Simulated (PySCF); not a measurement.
CH3IOTe, SMILES I[Te]OC.

The structure is a stationary point at B3LYP-D3(BJ)/def2-SVP. This is a generated structure with no PubChem entry under its InChIKey; it may be hypothetical. The def2 effective core potentials stand for the cores of I, Te; spin–orbit coupling is left out. The values are those of a single conformer.

The numbers are results of TDA-PBE0/def2-SVPD run with PySCF, not measurements.

Vertical excitations. The molecule is in vacuum.

Computed UV-visible absorptions:
| state | energy (eV) | λ (nm) | f | main pairs |
|---|---|---|---|---|
| S1 | 2.09 | 594 | 0.001 | HOMO→LUMO 99 % |
| S2 | 2.94 | 422 | 0.001 | HOMO→LUMO+1 98 % |
| S3 | 3.66 | 339 | 0.003 | HOMO−1→LUMO 99 % |
| S4 | 3.88 | 319 | 0.003 | HOMO−2→LUMO 89 % |
| S5 | 4.46 | 278 | 0.018 | HOMO−3→LUMO 57 %, HOMO−1→LUMO+1 36 % |
| S6 | 4.60 | 270 | 0.003 | HOMO−2→LUMO+1 74 %, HOMO−3→LUMO+1 21 % |
| S7 | 4.99 | 249 | 0.001 | HOMO−3→LUMO+1 74 %, HOMO−2→LUMO+1 17 % |
| S8 | 5.05 | 245 | 0.064 | HOMO−1→LUMO+1 42 %, HOMO−3→LUMO 16 %, HOMO−5→LUMO 16 %, HOMO−4→LUMO 9 % |
| S9 | 5.28 | 235 | 0.006 | HOMO−4→LUMO 87 % |
| S10 | 5.69 | 218 | 0.023 | HOMO→LUMO+2 97 % |
| T1 | 1.44 | 859 | 0 | HOMO→LUMO 99 % |
| T2 | 2.17 | 570 | 0 | HOMO→LUMO+1 96 % |
| T3 | 3.13 | 396 | 0 | HOMO−1→LUMO 98 % |
| T4 | 3.34 | 371 | 0 | HOMO−2→LUMO 95 % |
Triplets are in the Tamm–Dancoff approximation.
